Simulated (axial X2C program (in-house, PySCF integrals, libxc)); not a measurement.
## Spectroscopic constants of TaS

All values were computed with an axial X2C code built on PySCF integrals. Spin-free means the one-electron spin-free X2C Hamiltonian; two-component (2c) means X2C with spin–orbit coupling and atomic mean-field two-electron Coulomb and Gaunt terms, so the difference of the two also holds small scalar two-electron terms. Basis: Ta dyall-cv3z [13s14p9d7f4g], S dyall-av3z [9s8p3d2f] (cores contracted in-house); Gaussian nuclei, density fitting, unrestricted open shells. Masses: Ta 180.948 u, S 31.972 u.

Input:
```json
{
 "zs": [
  73,
  16
 ],
 "q": 0,
 "bas": [
  "dyall-cv3z",
  "dyall-av3z"
 ],
 "levels": [
  "PBE0",
  "HF",
  "PBE50"
 ],
 "cc": true,
 "r0": 2.2,
 "thr": -1.0,
 "nmax": 90,
 "npts": 10,
 "nst": 2,
 "ntry": 6
}
```
```bash
python so2c.py task.json out
```

Keys: zs atomic numbers; q charge; bas basis sets; levels methods; cc coupled cluster on or off; r0 starting distance in Å; thr threshold in hartree for freezing inner shells (an s shell follows its p shell); nmax most natural virtual spinors; npts points on the curve; nst determinants followed; ntry starts of the search. HF also brings MP2.

State, spin-free: M_S = 3/2, Λ = 0 (beyond evenly filled blocks: σα, δ+α, δ-α); electrons by block: σα: 18, σβ: 17, π+α: 9, π+β: 9, π-α: 9, π-β: 9, δ+α: 4, δ+β: 3, δ-α: 4, δ-β: 3, φ+α: 1, φ+β: 1, φ-α: 1, φ-β: 1. Fragments: Ta + S.

State, 2c: Ω = 3/2 (⟨Sz⟩ = -0.48, ⟨Lz⟩ = 1.98 at PBE0); electrons by block: 1/2: 27, -1/2: 27, 3/2: 13, -3/2: 12, 5/2: 4, -5/2: 4, 7/2: 1, -7/2: 1. Fragments: Ta + S.

| Hamiltonian | level | Re (Å) | ωe (cm⁻¹) | Be (cm⁻¹) | De (eV) | k (mdyn/Å) | μ (D) |
| --- | --- | --- | --- | --- | --- | --- | --- |
| spin-free | PBE0 | 2.127 | 542.5 | 0.1371 | 5.73 | 4.71 | -4.76 |
| spin-free | HF | 2.154 | 541.0 | 0.1337 | 3.18 | 4.69 | -6.64 |
| spin-free | CCSD | 2.145 | 540.0 | 0.1348 | 4.82 | 4.67 | n/a |
| spin-free | CCSD(T) | 2.153 | 529.4 | 0.1338 | 5.11 | 4.49 | n/a |
| spin-free | PBE50 | 2.117 | 559.2 | 0.1385 | 5.35 | 5.01 | -5.41 |
| 2c | PBE0 | 2.099 | 570.4 | 0.1409 | n/a | 5.21 | -3.02 |
| 2c | PBE50 | 2.088 | 585.7 | 0.1423 | n/a | 5.49 | -3.33 |

Correlated methods: 11 electrons correlated (number of frozen shells: Ta 5 s, 4 p, 2 d, 1 f; S 2 s, 1 p), 315 virtual spin orbitals or spinors in MP2, 90 natural virtuals in coupled cluster.

Dipoles are positive if S is the positive end.

The state is one determinant whose occupation by symmetry is held fixed; it was picked as the lowest of a PBE0 search that is not exhaustive. De is counted from the lowest determinant-based energies of the atoms at the same level, without counterpoise correction. De is not given where an atomic determinant may have missed its ground term or J level, or where the truncated virtual space spoils (T). Density functionals use the spin component along the axis (collinear). CCSD and (T) use frozen natural virtuals with an MP2 correction for the truncation; (T) itself is uncorrected, so its De runs slightly low. Other states lie close and PBE0, whose exact exchange favours high spin, may order them wrongly; the determinant shown need not be the ground state. The nearest other spin-free determinant of the search, M_S = 1/2, Λ = 2, lies 0.18 eV up at the distance of the search. Without a current term, density functionals place determinants with orbital angular momentum somewhat too high. The outer-core s and p shells of the metal are frozen in the correlated rows, which leaves out core–valence correlation; for alkali and alkaline-earth bonds that tends to lengthen them. The determinant is spin-polarised beyond a pure state at some levels (its spin-free form has ⟨S²⟩ too high), which makes Re and μ there less reliable. With the outer-core shells frozen, correlated bond lengths of heavy atoms tend to come out a few hundredths of an ångström too long.

The spin-free and the 2c determinant differ in configuration, so the two halves of the table describe two states.

No reliable constants came from CCSD (2c), CCSD(T) (2c), HF (2c), MP2 (2c), MP2 (spin-free): no minimum in range, unconverged points, a curve that is not smooth, a change of character along it, or the two Hamiltonians disagreeing along it.

Rough cost a point (2c) on 1 thread(s) of a shared host, integrals apart: PBE0 1.8 s, PBE50 2.3 s.

The whole task took 4.6 min on 1 thread of Arm Neoverse V1 (shared host).
